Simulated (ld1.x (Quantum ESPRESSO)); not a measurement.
# An all-electron radial function and its pseudo partner (Te (Z = 52))

Columns: radius, all-electron u(r) and pseudo u(r) of the 4d shell (level -50.74 eV) of tellurium in the configuration [Kr] 4d10 5s2 5p3; LDA (PZ), scalar-relativistic, ultrasoft scheme, ld1.x (Quantum ESPRESSO) 7.5.

| r (bohr) | all-electron | pseudo |
| --- | --- | --- |
| 0.095 | 0.3303 | -0.0026 |
| 0.190 | 0.5998 | -0.0199 |
| 0.285 | 0.3712 | -0.0635 |
| 0.380 | -0.0785 | -0.1390 |
| 0.475 | -0.5118 | -0.2448 |
| 0.570 | -0.8300 | -0.3724 |
| 0.665 | -1.0185 | -0.5079 |
| 0.760 | -1.0991 | -0.6351 |
| 0.855 | -1.1022 | -0.7383 |
| 0.950 | -1.0558 | -0.8057 |
| 1.045 | -0.9806 | -0.8315 |
| 1.140 | -0.8914 | -0.8168 |
| 1.235 | -0.7978 | -0.7687 |
| 1.330 | -0.7058 | -0.6984 |
| 1.425 | -0.6190 | -0.6184 |
| 1.520 | -0.5392 | -0.5393 |
| 1.615 | -0.4672 | -0.4672 |
| 1.710 | -0.4030 | -0.4030 |
| 1.805 | -0.3465 | -0.3465 |
| 1.900 | -0.2970 | -0.2970 |
| 1.995 | -0.2540 | -0.2540 |
| 2.090 | -0.2168 | -0.2168 |
| 2.185 | -0.1847 | -0.1847 |
| 2.280 | -0.1571 | -0.1571 |
| 2.375 | -0.1335 | -0.1335 |
| 2.470 | -0.1133 | -0.1133 |

(1) How many radial nodes do the two functions have?

(2) At about which radius was the pseudo-wave matched?

(3) Is the pseudo-wave norm-conserving?

## Answers

(1) The all-electron 4d function has n − l − 1 = 1; the pseudo-wave has 0, since the states of the same l below it are removed with the core.

(2) 1.60 bohr, where the columns begin to agree (steps of 0.10 bohr).

(3) No, it belongs to an ultrasoft set: the norm inside the radius is not constrained, and the difference is carried by the augmentation charge.
